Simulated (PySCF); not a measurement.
C₅H₈B₂O.
Z-matrix (Å and degrees, PBE0-D3(BJ)/def2-SVP geometry), rows numbered from 1:
```
B 
C   1  1.5526
B   2  1.5730  1  102.95
C   3  1.5240  2  122.24  1   -88.77
C   4  1.3838  3  132.01  2   179.01
C   5  1.4156  4  107.67  3   179.78
C   6  1.3722  5  105.11  4    -0.02
O   7  1.3289  6  111.21  5    -0.07
H   1  1.2112  2  121.02  3   -86.35
H   1  1.2105  2  120.54  3    90.61
H   2  1.1009  1  111.13  3  -116.67
H   2  1.1007  1  111.32  3   116.09
H   3  1.2103  2  121.17  1    89.04
H   5  1.0885  4  124.84  3    -0.35
H   6  1.0877  5  128.28  4   179.90
H   7  1.0886  6  132.25  5  -179.96
```

The closed-shell ground state was solved at several levels (PySCF, density fitting, gas phase, non-relativistic).

```
              level  basis functions  total energy (Eh)  HOMO (eV)  LUMO (eV)  gap (eV)  dipole (D)
 CAM-B3LYP/pcSseg-1              176          -320.0240      -8.37      -1.09      7.28        2.11
CAM-B3LYP/def2-SVPD              227          -319.8361      -8.38      -1.12      7.26        2.10
      PBE0/pcSseg-1              176          -319.8052      -7.19      -2.16      5.03        2.24
```

(1) Estimate the row for B3LYP/pcJ-1, a basis of 296 functions; the other rows only guide the guess.

(2) Over all these levels, which gives the widest orbital gap and which the narrowest?

(3) How far do the dipole and the HOMO energy spread over the levels?

## Answers

(1) Total energy -320.2572 Eh, HOMO -6.97 eV, LUMO -2.32 eV, gap 4.65 eV, dipole 2.31 D.

(2) CAM-B3LYP/pcSseg-1 (range-separated hybrid) has the widest, 7.28 eV, and B3LYP/pcJ-1 (global hybrid, 20 % exact exchange) the narrowest, 4.65 eV. Functional and basis both differ between the two, so the spread mixes both effects.

(3) The dipole runs from 2.10 to 2.31 D (mean 2.19 D) and the HOMO from -8.38 to -6.97 eV.

One conformer stands for the species.
